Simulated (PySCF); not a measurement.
Gas-phase reaction: InH2Cl ⇌ InCl + 2 H

Computed with PySCF (xtb for GFN2) and rigid-rotor harmonic-oscillator thermochemistry at 1 bar. † marks an energy on the PBE0/def2-TZVP geometry and frequencies; other levels use their own. CCSD(T) freezes the core. Open shells (unrestricted): H (multiplicity 2); the rest are closed-shell singlets. GFN2 has no spin-polarisation term. B3LYP is the form with VWN-RPA correlation. In: scalar-relativistic def2 core potential, no spin-orbit coupling. InH2Cl: computed as isolated molecules; such fragments, hydroxides, amides, oligomers or adducts are transient or little studied in the gas. CCSD(T) isn't extrapolated to the basis-set limit; its ΔH°(298 K) is 352.8 kJ in def2-SVP and 368.0 kJ in def2-TZVPP. The harmonic model lacks anharmonicity and excited electronic states, which grow with temperature; levels with a mode under 35 cm⁻¹ are left out.

```json
[
 {"level": "B3LYP/def2-TZVP†", "ΔE electronic, kJ": "372", "ΔH°(298 K), kJ": "350", "ΔS°(298 K), J/K": "202", "ΔG°(1600 K), kJ": "10"},
 {"level": "CCSD(T)/def2-SVP†", "ΔE electronic, kJ": "375", "ΔH°(298 K), kJ": "353", "ΔS°(298 K), J/K": "202", "ΔG°(1600 K), kJ": "12"},
 {"level": "GFN2-xTB", "ΔE electronic, kJ": "404", "ΔH°(298 K), kJ": "386", "ΔS°(298 K), J/K": "200", "ΔG°(1600 K), kJ": "52"},
 {"level": "M06-2X/def2-TZVP†", "ΔE electronic, kJ": "380", "ΔH°(298 K), kJ": "358", "ΔS°(298 K), J/K": "202", "ΔG°(1600 K), kJ": "17"},
 {"level": "PBE/def2-SVP", "ΔE electronic, kJ": "356", "ΔH°(298 K), kJ": "335", "ΔS°(298 K), J/K": "201", "ΔG°(1600 K), kJ": "-3"},
 {"level": "PBE/def2-TZVP†", "ΔE electronic, kJ": "361", "ΔH°(298 K), kJ": "339", "ΔS°(298 K), J/K": "202", "ΔG°(1600 K), kJ": "-1"},
 {"level": "PBE0/def2-QZVP†", "ΔE electronic, kJ": "376", "ΔH°(298 K), kJ": "353", "ΔS°(298 K), J/K": "202", "ΔG°(1600 K), kJ": "13"},
 {"level": "PBE0/def2-SVP†", "ΔE electronic, kJ": "368", "ΔH°(298 K), kJ": "346", "ΔS°(298 K), J/K": "202", "ΔG°(1600 K), kJ": "6"},
 {"level": "PBE0/def2-TZVP", "ΔE electronic, kJ": "374", "ΔH°(298 K), kJ": "352", "ΔS°(298 K), J/K": "202", "ΔG°(1600 K), kJ": "12"},
 {"level": "LDA/def2-TZVP†", "ΔE electronic, kJ": "434", "ΔH°(298 K), kJ": "411", "ΔS°(298 K), J/K": "202", "ΔG°(1600 K), kJ": "71"}
]
```
ΔH° is lowest at PBE/def2-SVP and highest at LDA/def2-TZVP†. No reference value is set beside these.
